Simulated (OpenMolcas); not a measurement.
**Ni⁵⁺: Racah parameters, worked from levels**

| Quantity | Value |
| --- | --- |
| Program | OpenMolcas 26.06 |
| Basis | ANO-RCC-VDZ [5s4p2d] |
| Scalar Hamiltonian | DKH2, point nucleus |
| Active space | 5 electrons in 5 orbitals (3d) |
| State averaging | 2S+1 = 6 even, 1 root; 2S+1 = 4 even, 24 roots; 2S+1 = 2 even, 75 roots (25 in the spin-orbit step) |
| Spin-orbit coupling | RASSI with atomic mean-field integrals over the reference wave functions, term energies averaged over their components |

Methods: CASSCF; SS-CASPT2, IPEA 0.25 Eh, imaginary shift 0.1 Eh (closed shells correlated: 3s 3p).

**Racah parameters.** Above ⁶S, d5 has ⁴D at 17B + 5C, ⁴G at 10B + 5C and ⁴P at 7B + 7C. The first two fix B and C, and the third tests them; where it misses by thousands of cm-1, two parameters do not describe the configuration (Trees and configuration-interaction terms are left out) and B and C hang on the terms chosen. Term energies are centres of gravity, weighted by 2J + 1.

| Source | ⁴D | ⁴G | B | C | C/B | ⁴P from B, C | ⁴P found |
| --- | --- | --- | --- | --- | --- | --- | --- |
| CASSCF | 59127 | 47473 | 1665 | 6165 | 3.70 | 54810 | 54477 |
| SS-CASPT2 | 54903 | 46972 | 1133 | 7128 | 6.29 | 57827 | 47757 |

Energies in cm-1. From CASSCF to SS-CASPT2, B changes by -32.0 % and C by +15.6 %.

CASPT2 does not keep the components of a term degenerate, so their means are used; among the terms shown or strongly mixed into the levels shown the widest spread is 32 cm-1 (3d⁵ ⁴G, SS-CASPT2). Some high roots are left out of the spin-orbit mixing, which shifts the levels that they would mix with. The basis is small and was not contracted for so high a charge. Without dynamic correlation excited terms often stand tens of per cent too high (terms of higher spin than the ground term too low), and those without a measured partner can miss by more than the paired ones (holds for CASSCF). Only configurations of the active space appear.
